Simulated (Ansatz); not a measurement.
```yaml
crystal:
  periodic: [false, false, false]
  atoms:
    - {symbol: In, position_ang: [-3.258761, -1.976825, 0.034498]}
    - {symbol: In, position_ang: [2.215649, -1.913918, 0.392238]}
    - {symbol: In, position_ang: [-1.976697, 0.764020, -0.466301]}
    - {symbol: In, position_ang: [-0.036994, 2.855256, 1.127795]}
    - {symbol: In, position_ang: [0.733194, -0.766393, -2.451410]}
    - {symbol: P, position_ang: [1.375216, 0.489151, 1.726013]}
    - {symbol: P, position_ang: [1.933655, 0.980974, -0.402561]}
    - {symbol: P, position_ang: [-0.649056, -0.463665, 1.672087]}
    - {symbol: P, position_ang: [0.219903, 1.824032, -1.520247]}
    - {symbol: P, position_ang: [-0.556100, -1.792631, -0.112093]}
basis:
  gaussian: {orbitals: def2-TZVP, initial_orbitals: start.molden}
total_charge: -1
magnetization: {spin_polarized: true, initial_magnetization: 1}
hamiltonian: {xc: pbe0, dispersion: d4}
scf: {omitted_lower_state_checks: [starts]}
output: {orbitals: {seedname: orbitals}}
```

The file start.molden holds the orbitals of an earlier run on this structure, at another level or in another basis.

```sh
$ ansatz run in.yaml --threads 4 --pin off --events-out ev --progress --plain --max-ram 6963MiB
```

(1) Does this run fit into the memory that it is given?

Answers

(1) No. It has 435 basis functions, and Ansatz plans for 9 GiB where 7 GiB are given.
